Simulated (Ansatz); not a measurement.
Abridged output of a molecular run in Ansatz:

```
Functional definition: HF
860 factors; integrals over basis functions are off by at most 1.0e-3 eV
mean field evaluation 1: about -16275.8752 eV, gradient 2.9e1 eV
mean field evaluation 2: about -16275.8767 eV, gradient 2.9e1 eV
mean field evaluation 4: about -16279.4897 eV, gradient 2.6e0 eV
mean field evaluation 8: about -16279.5683 eV, gradient 2.0e-1 eV
mean field evaluation 16: about -16278.8411 eV, gradient 5.8e0 eV
mean field -16279.56968089 eV, -598.2631510840 hartree, gradient 8.0e-6 eV, S^2 0.757082; 3 other end points of the search recorded, 0 dependent functions left out
9 core orbitals not correlated: weight in the atoms' cores, before any rotation towards them, 1.000 or more for the frozen orbitals, at most 0.000 for the correlated occupied ones
reference -16279.56968089 eV, -598.2631510840 hartree; 16, 15 occupied and 64, 65 virtual orbitals, 860 factors
second order -20.55169052 eV of doubles, -0.00000000 eV of singles
cycle   1  -20.89813340 eV  change   -3.5e-1 eV  update   9.0e-2
cycle   2  -21.29384324 eV  change   -4.0e-1 eV  update   2.6e-2
cycle   3  -21.40976529 eV  change   -1.2e-1 eV  update   1.5e-2
cycle   4  -21.41024989 eV  change   -4.8e-4 eV  update   4.8e-3
cycle   5  -21.40783779 eV  change    2.4e-3 eV  update   2.9e-3
cycle   6  -21.40894656 eV  change   -1.1e-3 eV  update   1.4e-3
cycle   7  -21.40951393 eV  change   -5.7e-4 eV  update   6.2e-4
cycle   8  -21.40943798 eV  change    7.6e-5 eV  update   2.7e-4
cycle   9  -21.40942220 eV  change    1.6e-5 eV  update   1.3e-4
cycle  10  -21.40937425 eV  change    4.8e-5 eV  update   7.9e-5
cycle  11  -21.40938103 eV  change   -6.8e-6 eV  update   6.0e-5
cycle  12  -21.40941354 eV  change   -3.3e-5 eV  update   4.9e-5
cycle  13  -21.40942577 eV  change   -1.2e-5 eV  update   3.8e-5
perturbative correction -0.39516172 eV, -0.0145219254 hartree
Total energy: -16301.37426838 eV, -599.0644548945 hartree
Checks for a lower state left out: cluster_reference
```

Its atoms:

```xyz
8

N    -1.354    0.989    0.112
Si   -0.296   -0.354   -0.104
N     1.242    0.133    0.357
F    -0.926   -1.530    0.755
F    -0.177   -0.945   -1.574
H    -1.975    1.232   -0.658
H     2.082   -0.248   -0.040
H     1.404    0.724    1.153
```

Q: Which basis set was used?
A. def2-SVP
B. cc-pV(T+d)Z
C. cc-pV(Q+d)Z
D. def2-TZVPPD

A: A. It gives 89 functions.

Q: Write the keys of the input that set method, charge and spin (a neutral closed shell needs none for the last two).

A: 
```yaml
magnetization: {spin_polarized: true, initial_magnetization: 1}
correlation: {method: ccsd_t}
scf: {omitted_lower_state_checks: [cluster_reference]}
```
